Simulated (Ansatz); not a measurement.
Consider the hydrogenolysis of a C–F bond: `CB/C(F)=C\O` + H₂ → `CB/C=C/O` + H–F.

Gas-phase electronic energies from Ansatz, PBE0-D4/def2-TZVP geometries. CBS: MP2 limit from def2 TZ/QZ plus the TZ coupled-cluster correction, frozen cores. This one scheme is used for every species. Double bonds are as drawn, so ΔE can hold a change between cis and trans. Each species was taken in one conformer, which may not be the lowest.

```
      species  CCSD(T)/CBS(def2) energy (Eh)
`CB/C(F)=C\O`                     -317.49334
           H₂                       -1.17544
   `CB/C=C/O`                     -218.32002
          H–F                     -100.39570
```

**Question.** Work out ΔE.

**Answer.** ΔE = (-218.32002) + (-100.39570) − (-317.49334) − (-1.17544) = -0.04694 Eh = -123.2 kJ/mol.

Largest T1 diagnostic among the species: 0.013.

From PBE to PBE0 (25 % exact exchange), in def2-TZVPP and without D4, ΔE moves by −10.6 kJ/mol.
